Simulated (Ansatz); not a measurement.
Species: sum formula HSiOF$_{3}$, net charge 0, singlet state. 
Geometry from a B3LYP-D3(BJ)/def2-TZVP (Ansatz, a quantum-chemistry and plane-wave program) optimisation:
```
Si
F 1 1.5705
F 1 1.5778 2 108.73
F 1 1.5778 2 108.77 3 115.93
O 1 1.6083 2 107.63 3 -122.04
H 5 0.9599 1 121.09 2 -179.33
```
Charge 0, spin multiplicity 1.

Computed values are from Ansatz. Correlated levels leave the core frozen unless marked. UHF or UKS for open shells. Spin-orbit coupling is left out. Non-relativistic. Basis-set limits of correlation are two-point, X^-3; Hartree-Fock from the larger set. [CCSD(T)-MP2]/basis is that difference in the basis named.

**Question.** What is the vertical triplet-singlet gap at RI-MP2/CBS(aug-cc-pV(T+d)Z,aug-cc-pV(Q+d)Z)+[CCSD(T)-MP2]/aug-cc-pV(T+d)Z?

**Answer.** 8.72 eV.

**Question.** What is the dipole moment at CCSD(T)/aug-cc-pV(D+d)Z?

**Answer.** 2.15 D.

**Question.** What is the atomisation energy De at CCSD(T)/CBS(cc-pV(T+d)Z,cc-pV(Q+d)Z)?

**Answer.** 2760.4 kJ/mol.

**Question.** What is the T1 diagnostic at CCSD/cc-pV(Q+d)Z?

**Answer.** 0.011.

**Question.** What is the total energy at CCSD(T)/CBS(cc-pV(T+d)Z,cc-pV(Q+d)Z)?

**Answer.** -664.4929 Eh.
